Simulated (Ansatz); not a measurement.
Job for Ansatz (a program for electronic structure): U-CCSD(T)/cc-pVDZ on GeH2 (SMILES [GeH2]), a point of a bond scan (R = 1.919 Å). The run froze 14 orbitals, filled d shells among them.

Ansatz 0.2 input:
```yaml
crystal:
  periodic: [false, false, false]
  atoms:
    - {symbol: Ge, position_ang: [0.00662121, -0.00051204, 0.06580777]}
    - {symbol: H, position_ang: [-0.14921437, -1.35473354, -1.28519986]}
    - {symbol: H, position_ang: [-0.08863693, 1.14541518, -1.04581664]}
basis:
  gaussian:
    orbitals: cc-pVDZ
correlation: {method: ccsd_t, electrons: outside_noble_gas}
scf: {omitted_lower_state_checks: [cluster_reference]}
magnetization: {spin_polarized: true, initial_magnetization: 0}
```

Output:

```
WARN ansatz: RAYON_NUM_THREADS=1 ignored (pool sized by the plan → 1); use --threads N
Functional definition: HF
these checks for a lower state are left out or cut short: cluster_reference
integrals: 0.01 GiB planned
416 factors; integrals over basis functions are off by at most 1.1e-3 eV
mean field: 0.08 GiB planned
mean field evaluation 1: about -56502.0337 eV, gradient 5.2e0 eV
mean field evaluation 2: about -56502.0347 eV, gradient 5.2e0 eV
mean field evaluation 4: about -56502.3658 eV, gradient 4.4e-1 eV
mean field evaluation 8: about -56502.3688 eV, gradient 1.7e-6 eV
mean field evaluation 16: about -56502.3786 eV, gradient 2.6e-4 eV
mean field evaluation 32: about -56502.2374 eV, gradient 1.3e0 eV
mean field -56502.37862332 eV, -2076.4241157191 hartree, gradient 3.0e-6 eV, S^2 0.140465; 6 other end points of the search recorded, 0 dependent functions left out
14 core orbitals not correlated
reference -56502.37862332 eV, -2076.4241157191 hartree; 3, 3 occupied and 20, 20 virtual orbitals, 416 factors
second order -2.22848888 eV of doubles, -0.00000000 eV of singles
coupled cluster: 0.06 GiB planned
cycle   1  -2.72572801 eV  change   -5.0e-1 eV  update   6.9e-2
cycle   2  -2.97637882 eV  change   -2.5e-1 eV  update   3.7e-2
cycle   3  -3.01607939 eV  change   -4.0e-2 eV  update   2.3e-2
cycle   4  -3.04568397 eV  change   -3.0e-2 eV  update   1.6e-2
cycle   5  -3.06125007 eV  change   -1.6e-2 eV  update   9.4e-3
cycle   6  -3.06424878 eV  change   -3.0e-3 eV  update   3.5e-3
cycle   7  -3.06727786 eV  change   -3.0e-3 eV  update   1.2e-3
cycle   8  -3.06637318 eV  change    9.0e-4 eV  update   5.3e-4
cycle   9  -3.06621226 eV  change    1.6e-4 eV  update   2.5e-4
cycle  10  -3.06629853 eV  change   -8.6e-5 eV  update   1.2e-4
cycle  11  -3.06632404 eV  change   -2.6e-5 eV  update   5.0e-5
cycle  12  -3.06631100 eV  change    1.3e-5 eV  update   1.6e-5
cycle  13  -3.06631521 eV  change   -4.2e-6 eV  update   5.6e-6
coupled cluster: 0.06 GiB planned
perturbative correction -0.06476579 eV, -0.0023800988 hartree
Total energy: -56505.50970431 eV, -2076.5391808232 hartree
Checks for a lower state left out: cluster_reference
```

The run converged. Its determinant has ⟨S²⟩ = 0.14, a mixture of spin states.

Cost: about 0.7 core-seconds (a rough figure).
